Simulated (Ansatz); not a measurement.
Cartesian coordinates in Å:
```
N -0.837 -1.828 -0.777
C 0.229 -1.046 -0.248
O 0.041 -0.659 1.144
Al 0.175 1.056 1.169
S 0.060 2.280 2.965
Si 0.480 0.650 -1.171
H -1.700 -1.302 -0.848
H -1.015 -2.638 -0.194
H 1.144 -1.646 -0.288
H 0.219 3.409 2.250
H 1.801 0.791 -1.842
H -0.597 0.932 -2.160
```

The species carries charge 0 and has multiplicity 1.

Task: List the B3LYP/def2-TZVPP orbital energies in eV (the Gaussian-basis code of Ansatz). (Estimate.)

Result: The calculation gave: Occupied: -2417.95, -1798.82, -1524.81, -519.98, -389.27, -278.66, -215.97, -160.52, -160.42, -160.36, -143.40, -112.78, -98.72, -98.70, -98.69, -73.48, -73.35, -73.34, -26.95, -23.90, -19.91, -17.38, -14.89, -13.41, -12.63, -12.05, -11.47, -11.18, -9.67, -9.56, -8.45, -7.67, -7.51, -7.34, -6.85. Lowest empty: -1.39, -0.94, -0.08, 0.07, 0.89, 1.05, 1.42, 1.73.

B3LYP here is the variant with VWN-RPA as its local correlation; programs differ in this.
